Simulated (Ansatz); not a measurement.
## Ansatz (development build ahead of 0.2.0) run

```yaml
crystal:
  periodic: [false, false, false]
  atoms:
    - { symbol: H, position_ang: [0.29201, -0.27575, -1.80296] }
    - { symbol: H, position_ang: [-0.26823, -0.2065, -0.55351] }
    - { symbol: H, position_ang: [-0.37855, 0.12601, 0.64187] }
    - { symbol: H, position_ang: [-0.06395, -0.42005, 1.74822] }
basis:
  gaussian: { orbitals: def2-SVP }
hamiltonian:
  xc: hf
output:
  forces: true
```

The input is written out in the form of the current development build from the run's settings.

The run gave:

```yaml
Converged: yes
Total_energy: -2.06465 hartree
```

Forces (eV/Å):
```csv
atom,Fx,Fy,Fz
H1,-2.017,0.255,4.272
H2,2.074,-0.294,-4.744
H3,1.224,-2.128,4.623
H4,-1.281,2.168,-4.150
```

Caution: stretched shape with no unrestricted run beside it, a lower state can exist.
